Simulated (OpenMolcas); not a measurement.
# Ni6+, Pd6+, Pt6+: d4 down the group

```
Program             : OpenMolcas 26.06
Method              : RASSCF
Basis               : ANO-RCC-VTZP
Scalar Hamiltonian  : DKH2, point nucleus
Spin-orbit coupling : state interaction with AMFI integrals over the reference wave functions, term energies averaged over their components
```

Active space for each ion: 10 electrons in 8 orbitals (RAS1 p, at most 2 holes; RAS2 d).

Computed levels in cm-1 above 5D0:

| Level | Ni6+ | Pd6+ | Pt6+ |
| --- | --- | --- | --- |
| 5D1 | 300 | 1002 | 7787 |
| 5D2 | 868 | 2518 | 13956 |
| 5D3 | 1658 | 4269 | 18358 |
| 5D4 | 2627 | 6134 | 20702 |
| 3P1(1) | 32535 | 24743 | 38127 |
| 3H4 | 35603 | 25186 | 31581 |
| 3H5 | 36324 | 27726 | 39403 |
| 3F2(1) | 36883 | 27855 | 36876 |
| 3H6 | 37025 | 29415 | 42863 |
| weight of 5D in the lowest level (%) | 99 | 94 | 57 |

Mixed levels, with the weight of the term that names them: Pd6+ 3H4 (65 %), Pt6+ 5D0 (57 %), Pt6+ 5D4 (58 %), Pt6+ 3P1(1) (72 %), Pt6+ 3H4 (52 %), Pt6+ 3H5 (74 %), Pt6+ 3F2(1) (63 %), Pt6+ 3H6 (72 %).

Measured, with the error of the calculation in %. Measured levels: Ni6+ from Corliss and Sugar, J. Phys. Chem. Ref. Data 10, 197 (1981).

| Level | Ni6+ |
| --- | --- |
| 5D1 | 279 (+7.7) |
| 5D2 | 804 (+8.0) |
| 5D3 | 1520 (+9.1) |
| 5D4 | 2392 (+9.8) |
| 3P1(1) | 31836 (+2.2) |
| 3H4 | 31672 (+12.4) |
| 3H5 | 32286 (+12.5) |
| 3F2(1) | 34247 (+7.7) |
| 3H6 | 32877 (+12.6) |

The fine-structure level 5D4 changes by a factor of 7.88 from Ni6+ to Pt6+.

Without spin-orbit coupling 3P(1) lies 32223, 22746, 21350 cm-1 above 5D in that order; the difference to the level 3P1(1), of either sign, comes from spin-orbit coupling, which also lowers the zero.

Without dynamic correlation excited terms often stand tens of per cent too high (terms of higher spin than the ground term too low), and those without a measured partner can miss by more than the paired ones. Active for correlation alone: 3p; no level in the range computed is led by a configuration that opens it, so any true level of that kind is missing (holds for Ni6+). Active for correlation alone: 4p; no level in the range computed is led by a configuration that opens it, so any true level of that kind is missing (holds for Pd6+). Active for correlation alone: 5p; no level in the range computed is led by a configuration that opens it, so any true level of that kind is missing (holds for Pt6+). Computed and measured levels are paired by configuration, term and J; levels that our copy of the source lacks, or whose pairing is in doubt (as where it misses far off the trend of its configuration), stay unpaired and out of the deviations. Only configurations of the active space appear.

A number in round brackets counts repeated terms of one configuration in the order of the reference energies.
